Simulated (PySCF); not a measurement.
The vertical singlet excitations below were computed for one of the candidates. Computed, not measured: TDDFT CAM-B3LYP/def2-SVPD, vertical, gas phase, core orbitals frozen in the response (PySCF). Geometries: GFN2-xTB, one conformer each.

```tsv
state	ν̃ (cm⁻¹)	f	main configurations (H = HOMO, L = LUMO)
S1	25990	0.0011	H→L (94%)
S2	49970	0.030	H-1→L (88%), H→L+1 (8%)
S3	50630	0.015	H→L+1 (77%), H-1→L (9%)
S4	56370	0.033	H→L+2 (62%), H→L+4 (11%), H→L+5 (10%)
S5	57330	0.0032	H-3→L (37%), H-2→L (30%), H-5→L (17%)
S6	58460	0.010	H-1→L+1 (72%)
S7	59430	0.0040	H-2→L (52%), H-3→L (43%)
S8	60590	0.018	H→L+3 (41%), H-2→L+1 (16%), H→L+6 (14%)
```

Triplets computed (Tamm–Dancoff): 2.54, 5.64, 6.03 eV.

Question: Which candidate is it? All have the formula C3H9FO2Si2.
A. `F[C@@H]1C[SiH2][C@H](O[SiH3])O1`
B. `COC(=O)[Si@H](F)[SiH2]C`
C. `O([SiH3])[Si@@H]([C@H](F)C)C=O`

Answer: C. Its S1, at 3.22 eV, is the lowest among the candidates; the nearest of the others has S1 at 5.11 eV. S1 is HOMO→LUMO (94%). Löwdin shares by element: HOMO oxygen 44% or more, carbon 20% or more, silicon 10% or more, hydrogen 9% or more (atoms not listed hold the other 17%); LUMO carbon 39% or more, oxygen 34% or more, silicon 11% or more, hydrogen 6% or more. At the same level the other candidates give, for their lowest levels:
- `COC(=O)[Si@H](F)[SiH2]C`: 5.11 eV (f 0.010); 6.27 eV (f 0.011); 6.87 eV (f 0.019); 7.21 eV (f 0.107); 7.29 eV (f 0.007); T1 4.45 eV; HOMO -9.24, LUMO 0.17 eV
- `F[C@@H]1C[SiH2][C@H](O[SiH3])O1`: 7.21 eV (f 0.016); 7.35 eV (f 0.026); 7.62 eV (f 0.051); 7.91 eV (f 0.029); 8.14 eV (f 0.028); T1 6.76 eV; HOMO -9.21, LUMO 1.04 eV

Shape of the structure used: `[CH3:1][C@@H:2]([F:3])[Si@@H:4]([CH:5]=[O:6])[O:7][SiH3:8]`: C1–C2–Si4–C5 -57°, C2–Si4–C5–O6 121°, C2–Si4–O7–Si8 -127°.

Without π bonds the low states are Rydberg-like; a valence basis with one diffuse set may place them up to an eV too high.
